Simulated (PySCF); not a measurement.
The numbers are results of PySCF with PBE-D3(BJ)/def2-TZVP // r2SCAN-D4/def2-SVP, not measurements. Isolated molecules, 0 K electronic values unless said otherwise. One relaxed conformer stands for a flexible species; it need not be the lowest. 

Reference species: [Ti(Cl)4] (neutral, multiplicity 1).

* **HOMO**: -8.26 eV
* **charge on the central atom (meta-Löwdin)**: 1.01 e
* **LUMO**: -4.58 eV
* **charge on the central atom (Mulliken)**: 0.96 e

After one change: the HOMO increases by 1.73 eV; the charge on the central atom (meta-Löwdin) goes up by 0.07 e; the LUMO goes up by 1.31 eV; the charge on the central atom (Mulliken) rises by 0.18 e.

**Question.** Name the change that produced these shifts. The new species is one of these.
A) [Ti(NH2)4]
B) [Ti(Cl)2(NH2)2]
C) [Ti(Cl)(NH2)3]
D) [Ti(Cl)3(NH2)]

**Answer.** B, [Ti(Cl)2(NH2)2]
